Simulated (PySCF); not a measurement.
BF₂, SMILES F[B]F (connectivity only; charge and spin as stated), charge +1, multiplicity 1.

Coordinates come from a ωB97X-D3(BJ)/def2-TZVP optimisation. The multiplicity is an assumed one; other spin states were not compared. The isomer is the one that the SMILES or the coordinates give; other isomers of the formula were not compared.

Method: TDDFT-PBE/def2-TZVPD run with PySCF.

Vertical excitations; the highest root listed may be one member of a degenerate set. Isolated molecule, no solvent. State labels are in the subgroup D2h.

```tsv
state	symmetry	energy (eV)	λ (nm)	f	main pairs
S1	B3g	11.15	111	0.000	HOMO→LUMO (degenerate set)
S2	B2g	11.15	111	0.000	HOMO−1→LUMO (degenerate set)
S3	Au	11.25	110	0.000	HOMO→LUMO+2 50 %, HOMO−1→LUMO+1 50 %
S4	Au	11.43	109	0.000	HOMO−1→LUMO+1, HOMO→LUMO+2 (degenerate set)
S5	B1u	11.43	109	0.000	HOMO→LUMO+1, HOMO−1→LUMO+2 (degenerate set)
S6	B1g	12.67	98	0.000	HOMO−3→LUMO+2 50 %, HOMO−2→LUMO+1 50 %
S7	B1g	12.69	98	0.000	HOMO−2→LUMO+1, HOMO−3→LUMO+2 (degenerate set)
S8	Ag	12.69	98	0.000	HOMO−2→LUMO+2, HOMO−3→LUMO+1 (degenerate set)
S9	B3u	12.74	97	0.087	HOMO−2→LUMO (degenerate set)
S10	B2u	12.74	97	0.087	HOMO−3→LUMO (degenerate set)
T1	B1u	10.51	118	0	HOMO−1→LUMO+2 50 %, HOMO→LUMO+1 50 %
T2	B3g	10.73	116	0	HOMO→LUMO (degenerate set)
T3	B2g	10.73	116	0	HOMO−1→LUMO (degenerate set)
T4	B1u	10.79	115	0	HOMO→LUMO+1 50 %, HOMO−1→LUMO+2 50 %
```
Triplets are in the Tamm–Dancoff approximation, which puts them higher than full response would, so one can lie above its singlet here.
